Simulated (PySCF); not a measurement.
Job for PySCF: D3(BJ) and D4 dispersion corrections on GaH3Se2 (SMILES [SeH][GaH][SeH]), a point of a torsion scan.

```python
from pyscf import gto
from pyscf.dispersion import dftd3, dftd4

mol = gto.M(
    atom='''
    Se   -2.27111323   -0.59811218   -0.23720841
    Ga   -0.35057096    0.72794005   -0.33062298
    Se    0.82550249    1.30456422    1.61872224
    H    -2.14295841   -0.67930459    1.20256869
    H     0.19644699    1.26153245   -1.71062154
    H     1.79961475    2.07909807    0.89391314
    ''',
    basis='def2-svp',
    charge=0, spin=0, verbose=0, max_memory=1800)
d3, d4 = {}, {}
for xc in ['hf', 'pbe', 'blyp', 'revpbe', 'tpss', 'r2scan', 'b3lyp', 'pbe0', 'bhlyp', 'camb3lyp', 'b2plyp']:
    d3[xc] = float(dftd3.DFTD3Dispersion(mol, xc=xc, version='d3bj', atm=False).get_dispersion()['energy'])
    print(f'D3(BJ) {xc:10s} {d3[xc]:14.8f} Eh')
for xc in ['hf', 'pbe', 'blyp', 'revpbe', 'tpss', 'r2scan', 'b3lyp', 'pbe0', 'bhlyp', 'camb3lyp', 'b2plyp']:
    d4[xc] = float(dftd4.DFTD4Dispersion(mol, xc={'camb3lyp': 'cam-b3lyp'}.get(xc, xc), atm=True).get_dispersion()['energy'])
    print(f'D4     {xc:10s} {d4[xc]:14.8f} Eh')
```

The log:

```
D3(BJ) hf            -0.04198204 Eh
D3(BJ) pbe           -0.00517600 Eh
D3(BJ) blyp          -0.01238848 Eh
D3(BJ) revpbe        -0.01154279 Eh
D3(BJ) tpss          -0.00703866 Eh
D3(BJ) r2scan        -0.00148458 Eh
D3(BJ) b3lyp         -0.01051166 Eh
D3(BJ) pbe0          -0.00502277 Eh
D3(BJ) bhlyp         -0.00980395 Eh
D3(BJ) camb3lyp      -0.00550442 Eh
D3(BJ) b2plyp        -0.00583613 Eh
D4     hf            -0.01755207 Eh
D4     pbe           -0.00596778 Eh
D4     blyp          -0.01240754 Eh
D4     revpbe        -0.01329792 Eh
D4     tpss          -0.00793603 Eh
D4     r2scan        -0.00128177 Eh
D4     b3lyp         -0.00986991 Eh
D4     pbe0          -0.00515285 Eh
D4     bhlyp         -0.00981517 Eh
D4     camb3lyp      -0.00546960 Eh
D4     b2plyp        -0.00411945 Eh
```

The run finished.

Cost: very roughly 0.020 core-seconds.
